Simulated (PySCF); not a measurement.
Vertical excitations of a molecule CH₁₀FNSi₃ from TDA-PBE/def2-SVPD run with PySCF 2.14.0, as energy in eV (oscillator strength): 4.58 (0.013), 5.25 (0.022), 5.65 (0.009), 5.98 (0.007), 6.15 (0.009), 6.30 (0.011). Lowest triplet (TDA): 4.31 eV. The structure is a stationary point at B3LYP-D3(BJ)/def2-SVP. One conformer was computed; it need not be the lowest.

Q: Identify the compound among the candidates.
A. C[Si@@](F)([SiH3])N[SiH3]
B. CN([SiH2]F)[SiH2][SiH3]
C. C[Si@H](N[SiH3])[SiH2]F
D. N[SiH2]C[Si@H](F)[SiH3]

A: C, C[Si@H](N[SiH3])[SiH2]F
